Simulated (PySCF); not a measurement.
C4H12Si2, SMILES [C@H]1(CC)[SiH2][SiH2]C1.

Geometry optimised at PBE-D3(BJ)/def2-SVP. The structure was generated by enumeration; whether it is a known compound was not checked. Other conformers were not sampled.

These are PBE-D3(BJ)/def2-SVP (PySCF) values and carry that method's errors.

Frequencies are harmonic and unscaled.

**Question.** Estimate the vibrational spectrum. (Estimate from the structure and the level; the computed values follow.)

**Answer.** 
| mode | ν (cm⁻¹) | IR (km/mol) | moving atoms (share of kinetic energy) |
|---|---|---|---|
| 1 | 93 | 0.1 | C 55 %, H 36 %, Si 10 % |
| 2 | 103 | 0.0 | H 50 %, C 35 %, Si 15 % |
| 3 | 169 | 0.1 | C 43 %, H 33 %, Si 24 % |
| 4 | 227 | 0.2 | H 86 %, C 13 % |
| 5 | 279 | 3.2 | H 50 %, C 32 %, Si 18 % |
| 6 | 314 | 1.1 | H 44 %, C 40 %, Si 16 % |
| 7 | 348 | 1.3 | H 51 %, C 38 %, Si 11 % |
| 8 | 397 | 7.6 | H 54 %, Si 31 %, C 15 % |
| 9 | 412 | 0.6 | Si 66 %, H 27 % |
| 10 | 472 | 0.8 | H 69 %, Si 28 % |
| 11 | 554 | 6.3 | H 68 %, C 19 %, Si 13 % |
| 12 | 603 | 0.3 | H 81 %, Si 12 % |
| 13 | 633 | 68.4 | H 81 %, Si 10 %, C 9 % |
| 14 | 671 | 36.1 | H 51 %, C 36 %, Si 13 % |
| 15 | 688 | 19.2 | H 49 %, C 40 %, Si 11 % |
| 16 | 723 | 64.7 | H 71 %, Si 17 %, C 12 % |
| 17 | 752 | 12.0 | H 79 %, C 18 % |
| 18 | 805 | 45.1 | H 68 %, C 27 % |
| 19 | 876 | 45.4 | H 55 %, C 44 % |
| 20 | 900 | 61.2 | H 89 % |
| 21 | 902 | 74.9 | H 84 %, C 13 % |
| 22 | 927 | 0.8 | H 53 %, C 46 % |
| 23 | 990 | 8.1 | H 91 % |
| 24 | 1017 | 9.0 | H 59 %, C 40 % |
| 25 | 1059 | 3.7 | H 53 %, C 47 % |
| 26 | 1091 | 7.7 | C 57 %, H 43 % |
| 27 | 1129 | 1.1 | H 51 %, C 48 % |
| 28 | 1170 | 0.4 | H 68 %, C 32 % |
| 29 | 1234 | 0.3 | H 80 %, C 20 % |
| 30 | 1273 | 4.0 | H 82 %, C 18 % |
| 31 | 1312 | 6.9 | H 68 %, C 32 % |
| 32 | 1343 | 5.0 | H 76 %, C 24 % |
| 33 | 1373 | 4.2 | H 91 %, C 9 % |
| 34 | 1405 | 1.5 | H 93 % |
| 35 | 1418 | 6.9 | H 97 % |
| 36 | 1427 | 3.7 | H 95 % |
| 37 | 2133 | 103.5 | H 98 % |
| 38 | 2143 | 84.7 | H 97 % |
| 39 | 2151 | 74.9 | H 96 % |
| 40 | 2160 | 150.7 | H 96 % |
| 41 | 2940 | 3.8 | H 93 % |
| 42 | 2955 | 24.0 | H 94 % |
| 43 | 2965 | 23.0 | H 97 % |
| 44 | 2968 | 16.7 | H 95 % |
| 45 | 2999 | 15.4 | H 91 %, C 9 % |
| 46 | 3035 | 10.5 | H 91 %, C 9 % |
| 47 | 3051 | 25.6 | H 91 %, C 9 % |
| 48 | 3058 | 24.6 | H 91 %, C 9 % |
